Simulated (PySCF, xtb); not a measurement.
H5O2PSi. Atoms are numbered in the order given.

```xyz
9

Si    -0.4923     0.3461     0.0000
O     -1.0985    -0.3285     1.3917
O     -1.0985    -0.3285    -1.3917
P      1.6802    -0.1918     0.0000
H     -0.8183     1.8096     0.0000
H     -1.9409     0.0009     1.7166
H     -1.9409     0.0009    -1.7166
H      1.9829     0.7388     1.0418
H      1.9829     0.7388    -1.0418
```

Geometry: PBE0-D3(BJ)/def2-SVP. Other conformers were not sampled.

Method: C-PCM-B3LYP/def2-SVP in PySCF.

The values are the electrostatic part of the solvation free energy, E(continuum) − E(gas) at the gas-phase geometry, in a cavity of scaled van der Waals radii (PySCF's table); cavitation and dispersion terms are not included. In vacuum the orbital gap is 7.71 eV. The dipole moment in vacuum is 3.27 D.

Computed values in water (ε = 78.36), diethylether (ε = 4.24), toluene (ε = 2.37):
```json
[
 {"solvent": "water", "ε": "78.36", "ΔG(elec) (kcal/mol)": "-8.2", "dipole (D)": "4.16", "gap (eV)": "8.07"},
 {"solvent": "diethylether", "ε": "4.24", "ΔG(elec) (kcal/mol)": "-6.1", "dipole (D)": "3.92", "gap (eV)": "8.00"},
 {"solvent": "toluene", "ε": "2.37", "ΔG(elec) (kcal/mol)": "-4.5", "dipole (D)": "3.74", "gap (eV)": "7.93"}
]
```

For comparison, GFN2-xTB/ALPB(water) (xtb, at the GFN2-xTB geometry, all terms of that model) gives -7.4 kcal/mol.
